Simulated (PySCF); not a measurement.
Computed IR spectrum (relative IR intensity) of a molecule C2H7NSi. Geometry optimised at PBE0-D3(BJ)/def2-SVP. Other conformers were not sampled. Calculation: PBE0-D3(BJ)/def2-SVP in PySCF. Frequencies are harmonic and unscaled.

Lines under 2 % of the strongest are left out, and lines within 2 cm⁻¹ are merged.

```csv
ν (cm⁻¹),relative intensity
176,3.0
408,12
543,61
637,55
778,79
835,10
845,35
870,8.9
953,78
1007,11
1099,5.2
1135,18
1152,2.8
1176,7.1
1239,6.5
1398,6.4
1483,3.1
2225,100
2242,90
2979,45
2986,50
3107,35
3550,2.1
```

Problem. Identify the compound among the candidates.
A. C=C[SiH2]N
B. CN(C)[SiH]
C. C1NC[SiH2]1
D. C/C=N\[SiH3]

Solution. C, C1NC[SiH2]1
